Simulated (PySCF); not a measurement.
Simulation results for B2H2NO, CH7B3, CH5BOSi, CH7NOSi

Calculation on a computer-drawn molecule: optimised geometry and harmonic frequencies of an isolated molecule of the commonest isotopes, restricted reference for singlets and unrestricted otherwise, frozen core in MP2. Program: PySCF 2.14.0.

Common to all runs: multiplicity 1.

(1) B2H2NO

Start structure:
```xyz
6
B2H2NO
B     -1.0427     2.3550     0.2119
N     -0.7506     1.5931     1.2529
B      0.3989     0.7303     1.3995
O      1.3420     0.0377     1.4906
H     -1.3079     3.0319    -0.7062
H     -1.3929     1.6035     2.0440
```

It was run with charge 1, method MP2 and basis cc-pVDZ.

It finds rotational constants 55.8, 4.618, 4.265 GHz; total energy -180.1192 hartree; convergence status largest gradient component 2.51e-05 hartree/bohr.

Drawn bonds:
```csv
atom,other atom,order
1,2,1
2,3,1
3,4,2
1,5,1
2,6,1
```

Optimised structure:
```xyz
6
B2H2NO
B     -1.0520     2.3638     0.2072
N     -0.7662     1.5993     1.2613
B      0.4050     0.7301     1.3919
O      1.3768     0.0133     1.4920
H     -1.3028     3.0398    -0.7272
H     -1.4139     1.6052     2.0675
```

Modes:
```csv
frequency (cm⁻¹),reduced mass (dalton)
165.8,3.665
353.3,2.588
436.1,3.957
541.9,2.139
742.9,2.251
750.6,1.332
874.6,3.001
1167,1.18
1555,5.833
2044,12.09
2910,1.144
3454,1.075
```

(2) CH7B3

Start structure:
```xyz
11
CH7B3
B     -1.8860     2.3619     0.5244
B     -1.4900     1.5808    -0.7279
B     -2.1839     2.0540    -2.1666
C     -0.4543     0.3397    -0.7142
H     -2.8581     2.0051     1.1635
H     -1.3861     3.2769     0.9544
H     -1.6807     2.9416    -2.8181
H     -3.1367     1.5895    -2.5681
H      0.1325     0.1579    -1.5954
H      0.2541     0.3708     0.0658
H     -1.0923    -0.6140    -0.6066
```

It was run with charge 0, method HF and basis cc-pVDZ.

Results for CH7B3: rotational constants 7.359, 7.047, 3.922 GHz; total energy -115.9341 hartree; convergence status largest gradient component 1.849e-05 hartree/bohr.

Drawn bonds:
```csv
atom,other atom,order
1,2,1
2,3,1
2,4,1
1,5,1
1,6,1
3,7,1
3,8,1
4,9,1
4,10,1
4,11,1
```

Optimised structure:
```xyz
11
CH7B3
B     -1.9269     2.3509     0.6587
B     -1.4933     1.5808    -0.7798
B     -2.1540     2.0449    -2.2627
C     -0.4718     0.3483    -0.7299
H     -2.8377     1.9621     1.3444
H     -1.3299     3.3187     1.0565
H     -1.6397     2.8996    -2.9382
H     -3.1531     1.5385    -2.7056
H      0.0928     0.1904    -1.6521
H      0.2294     0.3749     0.1078
H     -1.0974    -0.5450    -0.5878
```

Modes:
```csv
frequency (cm⁻¹),reduced mass (dalton)
109,1.035
184.2,2.541
216.5,2.442
266.8,1.566
310.8,1.009
329,1.037
554.4,1.225
627.8,2.974
695.1,1.406
894,2.093
917.7,1.268
927.8,2.271
984.1,1.864
1122,2.248
1135,1.822
1272,1.366
1274,1.253
1421,1.239
1540,1.046
1586,1.065
2642,1.057
2651,1.058
2707,1.12
2710,1.12
3140,1.045
3212,1.086
3243,1.104
```

(3) CH5BOSi

Start structure:
```xyz
9
CH5BOSi
O     -0.1562    -1.6413    -2.4377
B      0.3000    -0.6443    -1.6123
C     -0.1971    -0.5435    -0.1878
Si     0.2910     0.7587     0.9746
H     -0.7448    -2.2391    -1.9698
H      0.9753     0.1098    -2.1494
H     -0.8519    -1.3169     0.2322
H      1.1806     1.8566     0.7468
H     -0.1428     0.8365     2.4027
```

Here we set charge 0, method HF and basis cc-pV(D+d)Z.

It finds rotational constants 34.46, 2.457, 2.293 GHz; total energy -429.2744 hartree; convergence status largest gradient component 1.875e-05 hartree/bohr.

Drawn bonds:
```csv
atom,other atom,order
1,2,1
2,3,1
3,4,2
1,5,1
2,6,1
3,7,1
4,8,1
4,9,1
```

Optimised structure:
```xyz
9
CH5BOSi
O     -0.1097    -1.5911    -2.4329
B      0.2512    -0.6238    -1.5480
C     -0.2345    -0.5631    -0.0797
Si     0.2831     0.6946     0.9417
H     -0.6949    -2.2384    -2.0699
H      0.9978     0.2159    -1.9840
H     -0.9089    -1.3171     0.3216
H      1.1924     1.7615     0.4993
H     -0.1224     0.8379     2.3510
```

Modes:
```csv
frequency (cm⁻¹),reduced mass (dalton)
123,3.423
187.8,3.208
392.1,1.15
412.2,3.97
641.3,1.294
649.2,1.27
655.9,1.205
856.5,1.173
965.6,2.398
966.6,1.453
1033,1.195
1052,1.203
1135,1.353
1234,3.779
1271,1.489
1462,3.965
2362,1.038
2383,1.046
2669,1.092
3287,1.087
4162,1.066
```

(4) CH7NOSi

Start structure:
```xyz
11
CH7NOSi
C      0.2710    -1.6827     0.9971
O      0.9174    -1.2984    -0.2449
Si     1.0325     0.1450    -1.0146
N     -0.5186     0.7279    -1.3382
H      0.9292    -2.1740     1.5976
H     -0.1405    -0.7137     1.4548
H     -0.6238    -2.2677     0.6802
H      1.6015     1.1691    -0.1613
H      1.8465    -0.3555    -2.0768
H     -0.6325     1.6682    -1.7879
H     -1.2775     0.0965    -1.7170
```

Here we set charge 0, method HF and basis cc-pV(D+d)Z.

Drawn bonds:
```csv
atom,other atom,order
1,2,1
2,3,1
3,4,1
1,5,1
1,6,1
1,7,1
3,8,1
3,9,1
4,10,1
4,11,1
```

To be estimated
1. Give the missing total energy for CH7NOSi (entry 4).
2. What rotational constants does the calculation give for CH7NOSi (entry 4)?

Calculated values
1. -460.2604 hartree
2. 12.03, 3.693, 3.142 GHz

Further results for CH7NOSi (entry 4):

- convergence status largest gradient component: 5.792e-06 hartree/bohr

Optimised structure:
```xyz
11
CH7NOSi
C      0.2709    -1.5423     1.0137
O      0.9694    -1.3104    -0.1756
Si     1.0167     0.1013    -1.0263
N     -0.4712     0.6324    -1.6819
H      0.4875    -2.5557     1.3497
H      0.5753    -0.8457     1.8015
H     -0.8098    -1.4506     0.8683
H      1.4728     1.1884    -0.1313
H      1.9630    -0.1708    -2.1189
H     -1.1131     1.1736    -1.1353
H     -0.9564     0.0945    -2.3749
```

Modes:
```csv
frequency (cm⁻¹),reduced mass (dalton)
84.68,1.992
89.42,1.223
211.9,1.986
251.8,1.277
322.7,1.568
419.4,2.477
608.1,1.196
763.1,5.219
863.4,1.158
891.6,3.954
966.5,1.256
1011,1.131
1019,1.194
1234,4.141
1272,1.276
1305,1.549
1595,1.143
1602,1.048
1606,1.045
1692,1.117
2308,1.042
2360,1.039
3157,1.035
3219,1.106
3269,1.102
3780,1.051
3873,1.096
```
